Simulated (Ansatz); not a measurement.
Species: sum formula TaOF2, net charge 0, doublet state. The spin state was set by rule; other spins were not relaxed. SMILES of the parent species: [O]=[Ta]([F])[F]
Coordinates optimised at B3LYP-D3(BJ)/def2-TZVP (Ansatz, an electronic-structure program):
```xyz
4

Ta     0.0002    -0.0001     0.0000
O      1.5898    -0.5544    -0.3523
F     -0.6091    -0.4706     1.7282
F     -0.8054     0.9639    -1.4147
```
Charge 0, spin multiplicity 2.

Wanted: atomisation energy (electronic, to ground-state atoms), in eV. Correlated levels leave the core frozen unless marked. UHF or UKS for open shells. No spin-orbit coupling. Frozen are the shells of the preceding noble gas and the d and f shells that filled before the atom's block. In def2 rows, elements after Kr have scalar-relativistic effective core potentials. The coupled-cluster limit lacks core correlation, which all-electron functionals hold. Basis-set limits of correlation are two-point, X^-3; Hartree-Fock from the larger set. [CCSD(T)-MP2]/basis is that difference in the basis named.

```tsv
level	program	atomisation energy (eV)	minus last row
B97M-V/def2-TZVPD	Ansatz	20.85	-0.12
PBE0-D3(BJ)/def2-TZVP	Ansatz + dftd3	20.50	-0.47
PBE0/def2-TZVP	Ansatz	20.46	-0.51
PBE-QIDH/def2-TZVPD	Ansatz	20.53	-0.44
MP2/def2-SVPD	Ansatz	21.27	0.30
RI-MP2/def2-TZVPPD	Ansatz	21.98	1.01
RI-MP2/CBS(def2-TZVPP,def2-QZVPP)+[CCSD(T)-MP2]/def2-TZVPP	Ansatz	20.97	0.00
```
